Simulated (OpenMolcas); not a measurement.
## 2s² 2p³ along the 7-electron sequence

```json
{
 "Program": "OpenMolcas 26.06",
 "Method": "SS-RASPT2, IPEA 0.25 Eh, imaginary shift 0.1 Eh",
 "Basis": "ANO-R3",
 "Scalar Hamiltonian": "X2C, finite nucleus",
 "Spin-orbit coupling": "state interaction with AMFI integrals over the reference wave functions, term energies averaged over their components"
}
```

Active space for each ion: 3 electrons in 9 orbitals (RAS2 2p; RAS3 3s 3d, at most 1 electron); closed shells correlated by CASPT2: 1s 2s.

Computed levels in cm-1 above ⁴S°_3/2:

| Level | N | O+ | F2+ | Ne3+ |
| --- | --- | --- | --- | --- |
| ²D°_3/2 | 19730 | 27540 | 35010 | 42360 |
| ²D°_5/2 | 19730 | 27540 | 35020 | 42390 |
| ²P°_1/2 | 33160 | 45320 | 56850 | 68190 |
| ²P°_3/2 | 33160 | 45320 | 56860 | 68210 |
| weight of ⁴S° in the lowest level (%) | 100 | 100 | 100 | 100 |

Measured, with the error of the calculation in %. Measured levels: N, O+ from NIST Handbook of Basic Atomic Spectroscopic Data.

```csv
Level,N,O+
²D°_3/2,19233 (+2.6),26831 (+2.6)
²D°_5/2,19224 (+2.6),26811 (+2.7)
²P°_1/2,28839 (+15.0),40470 (+12.0)
²P°_3/2,28839 (+15.0),40468 (+12.0)
```

²D°_3/2 changes by a factor of 2.15 over the same range, with steps per unit of Z of +7810, +7470, +7350 cm-1.

CASPT2 breaks the degeneracy within a term, and the mean is taken; among the terms shown or strongly mixed into the levels shown the widest spread is 140 cm-1 (2s² 2p³ ²D°, N). With the s shell closed, the reference lacks s² → p² mixing. No level of 2s² 2p² 3d was computed, though it lies in the active space (holds for O+). Computed and measured levels are paired by configuration, term and J; levels that our copy of the source lacks, or whose pairing is in doubt (as where it misses far off the trend of its configuration), stay unpaired and out of the deviations. Only configurations of the active space appear.

° marks odd parity.
